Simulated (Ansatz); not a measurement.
A nudged elastic band was laid between two geometries of ClF₂H₄NOZr (10 atoms, charge 0, multiplicity 1).

Level of theory: RKS PBE/def2-SVP (Ansatz).

* movable images: 7
* climbing image: yes
* spring: 5.0 eV/Å²
* optimiser: quadratic models (default)
* start path: through a guess of the saddle point
* force threshold: 0.5 eV/Å
* iteration limit: 60
* end points: relaxed

Initial state:

```xyz
10
Properties=species:S:1:pos:R:3
Zr 0.022 0.147 0.239
N -0.154 -0.126 2.275
H -0.627 0.493 2.944
H -0.138 -1.070 2.683
F 1.840 0.226 -0.438
Cl -1.617 1.508 -0.825
F -0.361 -1.655 -0.285
O 0.936 2.153 1.236
H 1.785 2.322 0.780
H 1.187 1.699 2.072
```

Final state:

```xyz
10
Properties=species:S:1:pos:R:3
Zr 0.415 0.448 0.063
N -0.327 0.260 2.408
H -1.307 0.542 2.544
H -0.229 -0.695 2.782
F 1.091 0.589 -1.733
Cl -1.823 1.284 -0.255
F 0.692 -1.442 0.355
O 1.690 1.648 0.936
H 2.420 2.186 0.586
H 0.253 0.877 2.995
```

What changes between the two ends?

Bonds broken: O8–H10. Bonds formed: N2–H10.

What energy profile does the band end with?

The forces met the threshold. The highest image is number 3 of 0 to 8, 0.129 eV above the first end and 1.185 eV above the last; the last end lies 1.056 eV below the first. The threshold of 0.5 eV/Å is loose, so the images may lie well off the minimum-energy path. The order of the point at the top wasn't checked. Another band between the same ends, with other settings, climbed to 0.087 eV only, so this figure is probably too high. The orbitals stay closed-shell, which can raise the energy where a bond breaks towards radicals; this wasn't checked here.

```json
{"image": "0", "path coordinate (Å)": "0.00", "energy (eV)": "0.000", "O8–H10 (Å)": "0.98", "N2–H10 (Å)": "2.27"}
{"image": "1", "path coordinate (Å)": "0.68", "energy (eV)": "0.006", "O8–H10 (Å)": "1.00", "N2–H10 (Å)": "1.99"}
{"image": "2", "path coordinate (Å)": "1.36", "energy (eV)": "0.036", "O8–H10 (Å)": "1.02", "N2–H10 (Å)": "1.79"}
{"image": "3", "path coordinate (Å)": "2.04", "energy (eV)": "0.129", "O8–H10 (Å)": "1.11", "N2–H10 (Å)": "1.45"}
{"image": "4", "path coordinate (Å)": "2.73", "energy (eV)": "-0.518", "O8–H10 (Å)": "1.69", "N2–H10 (Å)": "1.05"}
{"image": "5", "path coordinate (Å)": "3.40", "energy (eV)": "-0.857", "O8–H10 (Å)": "2.11", "N2–H10 (Å)": "1.03"}
{"image": "6", "path coordinate (Å)": "4.08", "energy (eV)": "-0.996", "O8–H10 (Å)": "2.41", "N2–H10 (Å)": "1.03"}
{"image": "7", "path coordinate (Å)": "4.76", "energy (eV)": "-1.056", "O8–H10 (Å)": "2.68", "N2–H10 (Å)": "1.03"}
{"image": "8", "path coordinate (Å)": "5.44", "energy (eV)": "-1.056", "O8–H10 (Å)": "2.63", "N2–H10 (Å)": "1.03"}
```

What is the geometry of the highest image?


```xyz
10
Properties=species:S:1:pos:R:3
Zr 0.100 0.270 0.110
N -0.153 0.223 2.292
H -1.090 0.033 2.675
H 0.501 -0.359 2.836
F 1.724 0.204 -0.911
Cl -1.701 1.423 -0.909
F -0.313 -1.597 -0.035
O 1.129 1.932 1.216
H 2.075 2.127 1.342
H 0.601 1.441 2.065
```

The run took 110 s on 4 threads of Arm Neoverse V1, with other jobs on the host, peak memory 0.19 GiB.
